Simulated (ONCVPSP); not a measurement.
Ce: one change to an ONCV potential, before and after

- Element: Ce (Z = 58)
- Generator: ONCVPSP 4.0.1
- Type: optimised norm-conserving Vanderbilt (ONCV)
- Functional: PBEsol
- Relativity: scalar-relativistic
- Frozen core: [Kr] 4d10
- Valence charge: 12
- Reference configuration: 4f1 5s2 5p6 5d1 6s1.75 (charge +0.25)
- Partial waves: 5s+6s: rc 2.50 bohr, ncon 4, nbas 8, qcut 4.2 1/bohr, 2 projectors; 5p: rc 3.00 bohr, ncon 5, nbas 9, qcut 5 1/bohr, 2 projectors, debl 2.5 Ha; 5d: rc 3.10 bohr, ncon 4, nbas 9, qcut 5.5 1/bohr, 2 projectors, debl 3.2 Ha; 4f: rc 1.20 bohr, ncon 4, nbas 9, qcut 11.5 1/bohr, 3 projectors, debl 3 Ha
- Local potential: polynomial inside 1.00 bohr (lpopt 3, dvloc0 -1 Ha)
- Core correction: none

All-electron outer shells of the reference configuration (PBEsol, scalar-relativistic, ld1.x):

```tsv
shell	level (eV)	outermost node (bohr)	outermost maximum (bohr)
4d	-111.78	0.31	0.66
5s	-41.99	0.75	1.37
5p	-24.60	0.81	1.55
4f	-6.80	–	0.71
6s	-4.91	1.81	3.68
5d	-4.37	0.92	2.15
```

Change: s: qcut 4.7; p: qcut 5.6; d: qcut 6.1; f: qcut 12.8.

Cutoffs: the cutoffs (Ha) at which the residual kinetic energy of the hardest occupied pseudo-wave falls to 1 and 0.1 mHa per electron; they do not see the model core or the augmentation charge, which bear on the density cutoff. Errors are all-electron minus pseudo energies relative to the spin-unpolarised reference configuration.

Q: What does the change do?

A: The potential gets softer (80 Ha and 233 Ha → 74 Ha and 86 Ha); both files keep a bound ghost (s); of the 4 tests that both files solve, the error grows in 0 and shrinks in 1 by more than 15 % and 0.3 meV (median size 3.3 → 3.1 meV).

| quantity | base | changed |
| --- | --- | --- |
| cutoff, loose | 80 Ha | 74 Ha |
| cutoff, tight | 233 Ha | 86 Ha |
| loose cutoff by channel | s 6.5 Ha, p 5.1 Ha, d 6.5 Ha, f 80 Ha | s 7.7 Ha, p 5.5 Ha, d 6.8 Ha, f 74 Ha |
| bound ghosts | s | s |
| GHOST(+) flags under 300 eV | p at 36.4 eV, d at 152.3 eV | p at 38.8 eV, d at 152.6 eV |
| error for 4f1 5s2 5p6 5d1 6s2, meV [ΔE -1.08 eV] | +0.2 | +0.2 |
| error for 4f1 5s2 5p6 5d1 6s1, meV [ΔE 5.02 eV] | -1.3 | -1.2 |
| error for 4f1 5s2 5p6 5d1 6s0, meV [ΔE 16.06 eV] | -5.4 | -5.0 |
| error for 4f1 5s2 5p6 5d1 6s0 6p1, meV [ΔE 8.09 eV] | +7.6 | +5.3 |
| s: phases at 2.54 bohr within 0.05 rad from the reference energy up to (Ha; the scan ends near 5) | 3.5 | 3.7 |
| p: phases at 3.05 bohr within 0.05 rad from the reference energy up to (Ha; the scan ends near 5) | 3.3 | 3.3 |
| d: phases at 3.15 bohr within 0.05 rad from the reference energy up to (Ha; the scan ends near 5) | 4.0 | 4.0 |
| f: phases at 1.22 bohr within 0.05 rad from the reference energy up to (Ha; the scan ends near 5) | to the end of the scan | to the end of the scan |

 A true bound ghost makes a file unfit for plane-wave use even where its test errors are small: the radial tests pick states by their node count and pass the ghost by.
